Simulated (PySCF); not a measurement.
Geometries of 2 isomers of C2H9NSi, from PySCF, PBE0-D3(BJ)/def2-SVP geometry optimisation, gas phase. One conformer each, no zero-point energy, no frequencies.

Question: Which isomer lies lower at this level?
A.
```xyz
13
angstrom
C     -0.276    1.444    0.191
N     -0.044    0.025    0.273
C     -1.243   -0.773    0.275
Si     1.486   -0.664   -0.170
H     -0.758    1.754   -0.759
H     -0.935    1.780    1.014
H      0.670    1.999    0.281
H     -1.827   -0.685   -0.665
H     -1.002   -1.838    0.417
H     -1.912   -0.474    1.103
H      1.590   -2.012    0.466
H      1.710   -0.853   -1.647
H      2.561    0.247    0.328
```
B.
```xyz
13
angstrom
C      1.850    0.037    0.060
C      0.457   -0.566    0.096
N     -0.485    0.186   -0.703
Si    -2.168    0.361   -0.344
H      1.832    1.077    0.420
H      2.552   -0.540    0.682
H      2.248    0.045   -0.968
H      0.511   -1.632   -0.207
H      0.091   -0.574    1.138
H     -0.201    0.291   -1.672
H     -2.315    0.857    1.060
H     -2.993   -0.892   -0.446
H     -2.727    1.352   -1.312
```

Answer: B. That is `CCN[SiH3]`, 7.0 kcal/mol below the other.

```csv
SMILES,atoms numbered as above,E (Eh),relative (kcal/mol),relative (kJ/mol),dipole (D)
CCN[SiH3],[CH3:1][CH2:2][NH:3][SiH3:4],-425.40800,0.0,0.0,1.24
CN(C)[SiH3],[CH3:1][N:2]([CH3:3])[SiH3:4],-425.39677,7.0,29.5,0.95
```

As drawn, the lower has an N–H bond, which the higher lacks.
